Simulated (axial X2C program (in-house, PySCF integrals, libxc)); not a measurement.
**Potential curves of NaZr, with spin–orbit coupling**

Computed with an in-house relativistic program for diatomic molecules. Two-component (2c) means X2C with spin–orbit coupling and atomic mean-field two-electron Coulomb and Gaunt terms. Basis: Zr dyall-cv3z [11s12p9d6f3g], Na dyall-cv3z [9s8p5d2f] (cores contracted in-house); Gaussian nuclei, density fitting, unrestricted open shells. Masses: Zr 89.905 u, Na 22.990 u.

State: Ω = 1/2 (⟨Sz⟩ = -1.50, ⟨Lz⟩ = 2.00 at HF). Energies in cm⁻¹ from the lowest point of each curve. Fits are polynomials in 1 − R0/R over 0.85 to 1.23 times the lowest point R0.

| R (Å) | CCSD | PBE0 | CCSD(T) | PBE50 |
| --- | --- | --- | --- | --- |
| 2.7414 |  | 1308 |  | 1489 |
| 2.8674 | 480 | 558 | 367 | 691 |
| 2.9619 | 166 | 224 | 100 | 316 |
| 3.0565 | 18 | 50 | 0 | 96 |
| 3.1510 | 0 | 0 | 32 | 0 |
| 3.2613 | 108 | 67 | 197 | 13 |
| 3.3716 | 318 | 237 | 463 | 128 |
| 3.5134 | 691 | 555 | 903 | 380 |
| 3.6867 |  | 1044 |  | 790 |
| 3.9387 |  | 1820 |  | 1464 |

Correlated methods: 5 electrons correlated (number of frozen shells: Zr 4 s, 3 p, 1 d; Na 2 s, 1 p), 331 virtual spin orbitals or spinors in MP2, 75 natural virtuals in coupled cluster.

Occupations by symmetry block were frozen at the best pattern of an incomplete PBE0 search. Density functionals use the spin component along the axis (collinear). CCSD and (T) use frozen natural virtuals with an MP2 correction for the truncation; (T) itself is uncorrected, so its De runs slightly low. PBE0 can misorder states that lie within some tenths of an eV, so this need not be the ground state of the molecule. The nearest other 2c determinant of the search, Ω = 3/2, lies 0.00 eV up at the distance of the search. The functionals have no current-density term, which raises determinants with orbital currents, atoms included. With several unpaired electrons one determinant need not be a pure state. The outer-core s and p shells of the metal are frozen in the correlated rows, which leaves out core–valence correlation; for alkali and alkaline-earth bonds that tends to lengthen them. The determinant is spin-polarised beyond a pure state at some levels (its spin-free form has ⟨S²⟩ too high), which makes Re and μ there less reliable. The T1 diagnostic is large, a sign of multireference character. With the outer-core shells frozen, correlated bond lengths of heavy atoms tend to come out a few hundredths of an ångström too long. Coupled cluster ran on the points near the minimum only. MP2 and coupled cluster on one determinant become unreliable at the stretched end.

Problem. What are Re and ωe at the CCSD level?

Solution. At CCSD, 2c: Re = 3.117 Å, ωe ≈ 152 cm⁻¹; Be follows as 0.0948 cm⁻¹.

Problem. What are Re and ωe at the PBE0 level?

Solution. At PBE0, 2c: Re = 3.146 Å, ωe ≈ 144 cm⁻¹; Be follows as 0.093 cm⁻¹.

Problem. What are Re and ωe at the CCSD(T) level?

Solution. At CCSD(T), 2c: Re = 3.078 Å, ωe ≈ 160 cm⁻¹; Be follows as 0.0972 cm⁻¹.

Problem. Fit the PBE50 curve near its minimum: give the equilibrium distance and the harmonic wavenumber.

Solution. At PBE50, 2c: Re = 3.193 Å, ωe ≈ 136 cm⁻¹; Be follows as 0.0903 cm⁻¹.
